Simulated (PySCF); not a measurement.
# B3LYP on Al⁺ (aluminium, charge +1)

Configuration: [Ne] 3s1 4s1, high-spin 3S determinant (an excited configuration). Computed with PySCF 2.14 in aug-cc-pVDZ-DK, with the spin-free X2C one-electron Hamiltonian (Gaussian nucleus).

* Total energy: -242.1808 hartree
* One-electron energy: -330.2158 hartree
* Hartree (Coulomb) energy: 106.2929 hartree
* Exchange-correlation energy: -18.2579 hartree
* ⟨S²⟩: 2.0000
* ⟨L²⟩: 0.000
* Sum of ⟨r⟩: 13.21 bohr
* Sum of ⟨r²⟩: 48.13 bohr²
* Langevin diamagnetic susceptibility: -38.1 ×10⁻⁶ cm³/mol

```
shell  electrons  mean orbital energy (eV)  rms radius, mean of both spins (bohr)
 1s α          1                   -1545.2                                  0.139
 1s β          1                   -1545.0                                  0.139
 2s α          1                   -129.07                                  0.680
 2s β          1                   -128.77                                  0.680
 2p α          3                   -89.170                                  0.676
 2p β          3                   -88.971                                  0.676
 3s α          1                   -20.393                                   2.40
 4s α          1                    -6.280                                   6.22
```

The outer electron is Rydberg-like, and this basis confines it to a smaller radius and binds it less than a complete one would.

Densities and radii are taken from the X2C orbitals without a picture-change correction, which distorts them close to the nucleus.
